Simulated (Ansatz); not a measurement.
System: GeH4, charge -1, multiplicity 2. SMILES of the parent species: [GeH4]
Coordinates optimised at B3LYP-D3(BJ)/def2-TZVP (Ansatz, an electronic-structure program):
```xyz
5

Ge     0.0149    -0.0017    -0.0432
H     -1.1285    -1.2108    -0.6105
H      0.4552    -0.8393     1.2357
H     -1.0984     0.9141     0.6297
H      1.2946     1.1915     0.1287
```
Charge -1, spin multiplicity 2.

Parts of the frozen-core correlation energy in cc-pVDZ (Ansatz, hartree). Frozen orbitals: 14; correlated occupied orbitals by spin: 5 and 4; virtual: 28 and 29. UHF or UKS for open shells. Spin-orbit coupling is left out. Non-relativistic.

```csv
term,value
reference (HF),-2077.55961
MP2 opposite-spin,-0.10643
MP2 same-spin,[?]
CCSD correlation,[?]
(T),[?]
CCSDT minus CCSD(T),-0.00080
CCSDT(Q) minus CCSD(T),-0.00089
T1 diagnostic,0.015
largest doubles amplitude,0.059
<S^2> of the reference,0.780
```

Q: What belongs in the gaps?

A: 
- MP2 same-spin, value: -0.01568
- CCSD correlation, value: -0.15493
- (T), value: -0.00322
